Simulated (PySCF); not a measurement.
Species: C2H5Ge2NO.
SMILES: `N#[C][Ge@H]1[CH2][GeH2][O]1`

Method: PBE0-D3(BJ)/def2-SVP geometry optimisation, gas phase in PySCF 2.14.0.

Take the most abundant isotopes and a rigid rotor. 

(1) Give the principal moments of inertia and the rotational constants in MHz.

(2) What kind of rotor is it?

(3) What does the inertial defect say?

(4) Give the other two planar moments, Paa and Pbb, and the rms extents of the mass along the axes.

(5) Give the coordinates in the principal-axis frame, origin at the centre of mass.

(6) Predict some low-J microwave lines.

Answers

(1) Ia = 135.50, Ib = 542.38, Ic = 563.80 u·Å²; 505379 MHz·u·Å²/I gives A = 3730, B = 931.8, C = 896.4 MHz.

(2) A near-prolate asymmetric top: κ = (2 × 931.8 − 3730 − 896.4)/(3730 − 896.4) = -0.98.

(3) Not planar: Δ = Ic − Ia − Ib = -114.08 u·Å². For a rigid frame Δ = −2 Σ m c², so Σ m c² = 57.04 u·Å² lies off the ab plane: 8.61 from hydrogen and 48.44 from heavier atoms. The atom farthest from that plane is 2.16 Å away.

(4) Paa = Σ m a² = (Ib + Ic − Ia)/2 = 485.34 and Pbb = Σ m b² = (Ia + Ic − Ib)/2 = 78.46 u·Å². With the mass M = 206.88 u, the rms extents √(P/M) along a, b and c are 1.53, 0.62, 0.53 Å.

(5) The sense of each axis is arbitrary; atoms in the order of the calculation.
```
atom  mass (u)   a (Å)   b (Å)   c (Å)
  N1    14.003   3.208   1.396   0.151
  C2    12.000   2.335   0.641   0.046
 Ge3    73.921   0.866  -0.610  -0.065
  C4    12.000  -0.413  -0.368   1.405
 Ge5    73.921  -1.650   0.323   0.019
  O6    15.995  -0.359  -0.001  -1.227
  H7     1.008   1.440  -1.980  -0.434
  H8     1.008  -0.733  -1.297   1.898
  H9     1.008  -0.096   0.363   2.161
 H10     1.008  -2.895  -0.535  -0.262
 H11     1.008  -1.980   1.822   0.096
```

(6) The dipole components are |μa| = 3.29 D, |μb| = 2.40 D, |μc| = 2.08 D. Intensities carry the squares of the components, which stand as 1.00 : 0.53 : 0.40 (a : b : c). Some of the stronger lines:

| type | branch | J(Ka,Kc) | MHz | lower level (cm⁻¹) |
| --- | --- | --- | --- | --- |
| b | R | 2(0,2) ← 1(1,1) | 858 | 0.154 |
| a | R | 1(0,1) ← 0(0,0) | 1828 | 0.000 |
| c | Q | 2(1,2) ← 2(0,2) | 2763 | 0.183 |
| c | Q | 1(1,1) ← 1(0,1) | 2798 | 0.061 |
| b | Q | 2(1,1) ← 2(0,2) | 2869 | 0.183 |
| a | R | 2(0,2) ← 1(0,1) | 3656 | 0.061 |
| a | R | 2(1,1) ← 1(1,0) | 3692 | 0.155 |
| b | R | 1(1,1) ← 0(0,0) | 4626 | 0.000 |
| b | R | 2(1,2) ← 1(0,1) | 6419 | 0.061 |
| c | R | 2(1,1) ← 1(0,1) | 6525 | 0.061 |
| c | Q | 2(2,1) ← 2(1,1) | 8393 | 0.279 |
| b | Q | 2(2,1) ← 2(1,2) | 8500 | 0.275 |
| b | R | 2(2,1) ← 1(1,0) | 12085 | 0.155 |
| c | R | 2(2,0) ← 1(1,0) | 12085 | 0.155 |
| c | R | 2(2,1) ← 1(1,1) | 12121 | 0.154 |
| b | R | 2(2,0) ← 1(1,1) | 12121 | 0.154 |

Not checked by PBE0-D3(BJ)/def2-SVP frequencies. No vibrational averaging or centrifugal distortion is included, and the geometry carries the error of its method. Quadrupole hyperfine structure (14N) is left out.
